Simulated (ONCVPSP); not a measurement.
S (Z = 16): one change to an ONCV potential, before and after

| Property | Result |
| --- | --- |
| Element | sulfur |
| Generator | ONCVPSP 4.0.1 |
| Type | optimised norm-conserving Vanderbilt (ONCV) |
| Functional | PBE |
| Relativity | scalar-relativistic |
| Frozen core | [Ne] |
| Valence charge | 6 |
| Reference configuration | 3s2 3p4 |
| Partial waves | 3s: rc 1.20 bohr, ncon 4, nbas 8, qcut 4.6 1/bohr, 3 projectors, debl 1.3 Ha; 3p: rc 1.20 bohr, ncon 4, nbas 8, qcut 6.1 1/bohr, local |
| Local potential | the p channel |
| Core correction | Teter function, fcfact 3, rcfact 1.05 |

Change: s: qcut 4.

Cutoffs: the cutoffs (Ha) at which the residual kinetic energy of the hardest occupied pseudo-wave falls to 1 and 0.1 mHa per electron; they do not see the model core or the augmentation charge, which bear on the density cutoff. Errors are all-electron minus pseudo energies relative to the spin-unpolarised reference configuration.

Question: Predict the effect on cutoff, ghosts and configuration errors.

Answer: The potential gets harder (16 Ha and 129 Ha → 24 Ha and 129 Ha); both files keep a bound ghost (s); of the 4 tests that both files solve, the error grows in 0 and shrinks in 1 by more than 15 % and 0.3 meV (median size 7.5 → 7.5 meV).

```tsv
quantity	base	changed
cutoff, loose	16 Ha	24 Ha
cutoff, tight	129 Ha	129 Ha
loose cutoff by channel	s 16 Ha, p 11 Ha	s 24 Ha, p 11 Ha
bound ghosts	s	s
GHOST(+) flags under 300 eV	none	none
error for 3s2 3p3, meV [ΔE 11.77 eV]	+1.3	+1.4
error for 3s2 3p2, meV [ΔE 34.05 eV]	+11	+12
error for 3s2 3p1, meV [ΔE 68.09 eV]	+40	+43
error for 3s1 3p4, meV [ΔE 22.65 eV]	+4.2	+3.5
s: phases at 1.22 bohr within 0.05 rad from the reference energy up to (Ha; the scan ends near 5)	to the end of the scan	to the end of the scan
p: phases at 1.22 bohr within 0.05 rad from the reference energy up to (Ha; the scan ends near 5)	3.8	3.8
rms error of d²Exc/dni dnj with the model core, mHa	1.06	1.00
```

 A true bound ghost makes a file unfit for plane-wave use even where its test errors are small: the radial tests pick states by their node count and pass the ghost by.
